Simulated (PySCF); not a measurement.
A PySCF script (with the pyscf-properties extension) for the NMR shieldings of SMILES c1cc(F)cc(PC[SiH3])c1, C7H10FPSi, on a GFN2-xTB geometry:

```python
import basis_set_exchange as bse
import numpy as np
from pyscf import gto, dft
from pyscf.prop import nmr

atoms = """
F    -1.914001   -2.953454   -0.622671
C    -1.744085   -1.622287   -0.472624
C    -2.549685   -0.760439   -1.194964
C    -2.372405    0.602372   -1.029989
C    -1.402288    1.083736   -0.169189
C    -0.592553    0.206168    0.542981
P     0.734643    0.784307    1.665120
C     2.034741    1.100500    0.376472
Si    2.759787   -0.507673   -0.349034
C    -0.775166   -1.164292    0.397774
H    -3.296376   -1.158032   -1.863560
H    -2.995674    1.291792   -1.579477
H    -1.273854    2.150503   -0.046972
H     0.273397    2.111877    1.716176
H     2.823622    1.664931    0.877810
H     1.616485    1.731043   -0.410235
H     3.945653   -0.142868   -1.127447
H     1.771401   -1.131826   -1.230405
H     3.121854   -1.411163    0.742303
H    -0.170644   -1.864517    0.955501
"""
names = dict.fromkeys(["F", "C", "P", "Si", "H"], "pcSseg-1")
basis = {el: gto.basis.parse(bse.get_basis(n, elements=[el], fmt="nwchem")) for el, n in names.items()}
mol = gto.M(atom=atoms, basis=basis, charge=0, verbose=0)
mf = dft.RKS(mol, xc="PBE0")
mf.grids.level = 2
mf.grids.alignment = dft.numint.BLKSIZE   # the property module wants whole blocks of grid points
mf.conv_tol = 1e-9
mf.kernel()

calc = nmr.RKS(mf)   # GIAO
C = mf.mo_coeff
Co = C[:, mf.mo_occ > 0]
resp = mf.gen_response(singlet=True, hermi=2)
def vind(x):   # induced exchange potential for any number of trial vectors
    d = np.einsum("pi,xij,qj->xpq", C, 2 * x.reshape(-1, C.shape[1], Co.shape[1]), Co, optimize=True)
    return np.einsum("xpq,pi,qj->xij", resp(d - d.transpose(0, 2, 1)), C, Co, optimize=True).ravel()
mo1, _ = nmr.rhf.solve_mo1(calc, with_cphf=vind)
sigma = calc.kernel(mo1)
for i, s in enumerate(sigma):   # ppm
    w = np.linalg.eigvalsh((s + s.T) / 2)
    print("%2d %-2s iso %8.1f  s11 %8.1f  s22 %8.1f  s33 %8.1f" % (i, mol.atom_pure_symbol(i), w.mean(), *w))
```

Task: Give the expected output.

Result: 
```
 0 F  iso    285.4  s11    206.1  s22    299.9  s33    350.2
 1 C  iso     14.8  s11    -71.0  s22     31.3  s33     84.1
 2 C  iso     65.5  s11    -21.1  s22     47.3  s33    170.2
 3 C  iso     50.4  s11    -57.2  s22     35.0  s33    173.4
 4 C  iso     51.3  s11    -50.5  s22     47.8  s33    156.5
 5 C  iso     39.3  s11    -49.4  s22    -10.5  s33    177.9
 6 P  iso    385.0  s11    308.1  s22    386.1  s33    460.8
 7 C  iso    179.4  s11    158.8  s22    183.6  s33    195.9
 8 Si iso    423.6  s11    395.9  s22    413.0  s33    461.9
 9 C  iso     59.0  s11    -30.2  s22     48.4  s33    158.8
10 H  iso     24.4  s11     20.8  s22     25.2  s33     27.2
11 H  iso     24.1  s11     20.5  s22     24.9  s33     26.8
12 H  iso     24.1  s11     19.9  s22     23.2  s33     29.0
13 H  iso     26.9  s11     22.8  s22     25.5  s33     32.3
14 H  iso     30.9  s11     25.4  s22     27.7  s33     39.7
15 H  iso     30.5  s11     24.9  s22     30.1  s33     36.5
16 H  iso     27.7  s11     23.9  s22     25.1  s33     34.2
17 H  iso     28.3  s11     23.1  s22     30.1  s33     31.6
18 H  iso     27.8  s11     25.0  s22     25.8  s33     32.8
19 H  iso     24.2  s11     20.5  s22     22.8  s33     29.5
```

These numbers come from an equivalent density-fitted implementation of the same equations, which agrees with the script to about 0.01 ppm for H and up to a few tenths of a ppm for heavy atoms, so last digits may differ.

Size and cost of the density-fitted run: 234 basis functions, 49 s wall time on 1 thread of an Intel Xeon Platinum 8488C, shared host; peak memory 1.1 GiB.
